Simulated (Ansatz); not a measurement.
The same path of C₃H₉NSi (14 atoms, charge 0, multiplicity 1) was run twice with different band settings. The coordinate that changes most is the dihedral H8–C1–C2–Si3.

These are results of Ansatz, RKS PBE0-D4/6-31G, not measurements.

Relaxed end points:

```xyz
14
Properties=species:S:1:pos:R:3
C -1.756 0.639 -0.551
C -0.497 -0.187 -0.505
Si -0.102 -1.535 0.790
N 0.497 0.149 0.542
C 1.801 0.685 0.199
H -1.555 1.626 -0.989
H -2.149 0.797 0.457
H -2.526 0.148 -1.155
H -0.065 -0.401 -1.493
H 0.759 -2.680 0.338
H -0.872 -1.794 2.043
H 2.304 0.142 -0.621
H 1.700 1.733 -0.105
H 2.448 0.651 1.080
```

```xyz
14
Properties=species:S:1:pos:R:3
C -1.653 0.791 -0.656
C -0.410 -0.057 -0.605
Si -0.208 -1.671 0.397
N 0.407 0.009 0.631
C 1.741 0.578 0.626
H -2.311 0.473 -1.473
H -1.396 1.847 -0.817
H -2.206 0.724 0.285
H 0.173 -0.056 -1.538
H 0.717 -2.712 -0.165
H -1.160 -2.182 1.429
H 2.372 0.227 -0.211
H 1.676 1.672 0.562
H 2.244 0.325 1.564
```

Common settings: movable images 9; climbing image yes; spring 5.0 eV/Å²; start path IDPP; force threshold 0.05 eV/Å; end points relaxed.

| run | optimiser | iteration limit | largest step |
| --- | --- | --- | --- |
| 1 | quadratic models (default) | 37 | default |
| 2 | lbfgs | 39 | 0.02 Å |

What does each run give, and how far can it be trusted?

Run 1: converged after 4 iterations, highest image 0.107 eV above the first end. A vibrational analysis at the climbing image gives one clearly imaginary mode, 209i cm⁻¹: a first-order saddle point.
Run 2: converged after 11 iterations, highest image 0.107 eV above the first end. Another band between the same ends (9 images) ends at a top of the same energy, where a vibrational analysis finds 1 clearly imaginary mode.
Limits of this set-up: no polarisation functions.
